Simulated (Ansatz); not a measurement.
Input file for Ansatz (a program for electronic structure): U-CCSD(T)/def2-QZVPP on PO, 2S+1 = 2, a spin state set in the input, which need not be the lowest, a point of a bond scan (R = 1.480 Å). Files ending in .json are basis or fitting sets from the Basis Set Exchange.

Ansatz 0.2 input:
```yaml
crystal:
  periodic: [false, false, false]
  atoms:
    - {symbol: O, position_ang: [0.00000000, 0.00000000, 0.00000000]}
    - {symbol: P, position_ang: [0.00000000, 0.00000000, 1.47975000]}
basis:
  gaussian:
    orbitals: def2-QZVPP.json
    pivot_positions_ang: [[0.00000000, 0.00000000, 0.00000000], [0.00000000, 0.00000000, 1.47975000]]
magnetization: {spin_polarized: true, initial_magnetization: 1}
correlation: {method: ccsd_t, electrons: valence}
output: {orbitals: {seedname: ./end}}
```

Q: What total energy does the run end on?

A: -416.0436 hartree (reference determinant -415.6361, T1 diagnostic 0.025).

Q: How many basis functions does it have, and what does it roughly cost on one machine?

A: 127 functions; roughly 17 core-seconds.
